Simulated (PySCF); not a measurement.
Bonds: Si1-P2 2.411 Å, Si1-P6 2.412 Å, Si1-F10 1.663 Å, Si1-F11 1.664 Å, Si1-F12 1.664 Å, Si1-F13 1.662 Å. P2 carries H3, H4, H5; P6 carries H7, H8, H9.

[PySCF 2.14: PBE0-D3(BJ)/def2-SVP structure; σ from GIAO-PBE0/pcSseg-1; one averaged value for each set of equivalent atoms; one conformer; no solvent; non-relativistic Hamiltonian]

References, each an isolated molecule treated in the same way: $^{1}$H (σ = 31.27 ppm) and $^{29}$Si (σ = 351.99 ppm) against TMS; $^{31}$P (σ = 310.13 ppm) vs H3PO4; CFCl3 for $^{19}$F (σ = 177.25 ppm).

```
            atoms    nucleus  count  Hirshfeld charge  δ (ppm)
            P2/P6   $^{31}$P      2              0.26        ?
              Si1  $^{29}$Si      1              0.37   -146.9
H3/H4/H5/H7/H8/H9    $^{1}$H      6              0.03        ?
  F10/F11/F12/F13   $^{19}$F      4             -0.27    -80.3
```

Q: Estimate the values marked ?.

A: 
- H3/H4/H5/H7/H8/H9: 3.57 ppm, hydrogen on a phosphorus bonded to Si
- P2/P6: -196.7 ppm, phosphorus bonded to Si, 3 H

Unscaled 19F shifts against computed CFCl3 carry errors that often reach 10 to 50 ppm. Experimental scales use liquid or dissolved standards, which lie at an offset from isolated H3PO4.
